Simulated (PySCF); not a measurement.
Structure problem from calculated spectra and properties.

Elements present: C, H, O and P. Monoisotopic mass: 152.0238 u.

| Item | Value |
| --- | --- |
| Valence photoelectron | vertical ionisation energy: 10.59 eV [ΔSCF CAM-B3LYP/def2-SVPD] |
| Triplet | lowest triplet excitation (Tamm–Dancoff): 7.47 eV [TDA CAM-B3LYP/def2-SVPD] |
| 13C NMR | chemical shifts (computed TMS as zero) by class: 66.6 (2 C), 65.7 (1 C), 18.8 (1 C) ppm [GIAO PBE0/pcSseg-1] |
| Dipole | 3.80 D [CAM-B3LYP/def2-SVPD] |
| NMR, other nuclei | isotropic shieldings of nuclei other than C and H, by class: 190 (1 O), 218 (1 O), 238 (2 O), 296 (1 P) ppm [GIAO PBE0/pcSseg-1] |
| Rotational structure | rotational constants A, B, C: 2.993, 0.969, 0.958 GHz [PBE0-D3(BJ)/def2-SVP] |
| 1H NMR | chemical shifts (computed TMS as zero) by class: 4.05 (2 H), 4.04 (2 H), 3.97 (2 H), 1.33 (3 H) ppm [GIAO PBE0/pcSseg-1] |
| UV, strongest line | among the 10 lowest singlet transitions: S9 at 9.27 eV (134 nm, f = 0.066) [TDDFT CAM-B3LYP/def2-SVPD] |
| UV, first state | lowest singlet excitation: 7.80 eV (159 nm, f = 0.005) [TDDFT CAM-B3LYP/def2-SVPD] |

Gas-phase values; electronic properties from PySCF, density fitting. Levels stand in brackets. Geometry: PBE0-D3(BJ)/def2-SVP, one conformer, isolated molecule. NMR values are class means; diastereotopic atoms form classes of their own.

Question: Which formula fits the mass and the elements?

Answer: C4H9O4P (calculated 152.0238). No other formula that holds each of these elements comes within 0.0003 u with a fitting electron parity and a possible valence count.

Question: What is the compound? Reason from the data.

Answer: Numbering: `[CH3:1][CH2:2][O:3][P:4]1(=[O:5])[O:6][CH2:7][CH2:8][O:9]1`. 4 carbons fall into 3 classes; from least to most shielded: ring sp3 carbon bound to oxygen [C7/C8] (66.6 ppm, 2 C), chain sp3 carbon bound to oxygen [C2] (65.7 ppm), methyl carbon [C1] (18.8 ppm). Hydrogen classes from least to most shielded: 2 H on an sp3 carbon bound to oxygen, C2 (4.05 ppm, a mean of values up to 0.5 ppm apart in this geometry), 2 H on 2 like atoms (sp3 carbon bound to oxygen), C7/C8 (4.04 ppm), 2 H on 2 like atoms (sp3 carbon bound to oxygen), C7/C8 (3.97 ppm), 3 H on a methyl carbon, C1 (1.33 ppm, a mean of values up to 0.9 ppm apart in this geometry). The other shieldings belong to: 190 ppm, phosphoryl oxygen [O5]; 218 ppm, oxygen bonded to C and P [O3]; 238 ppm, oxygen bonded to C and P [O6/O9]; 296 ppm, phosphoryl phosphorus [P4]. The first electron is taken from the HOMO, whose largest Löwdin shares are 0.22 on the phosphoryl oxygen, 0.20 on an oxygen bonded to C and P, 0.17 on an oxygen bonded to C and P and 0.15 on an oxygen bonded to C and P. The optimised geometry has point group C1 and is an asymmetric top. Structure: 2-ethoxy-2-oxo-1,3,2-dioxaphospholane (`CCOP1(=O)OCCO1`). Computed isomers that give other values at the same levels: `CO[P@@]1(=O)OC[C@@H](C)O1` (rotational constant A: 2.453 GHz; this holds for the one conformer computed). The assignments are read from this structure; whether some other isomer fits the data as well wasn't checked.
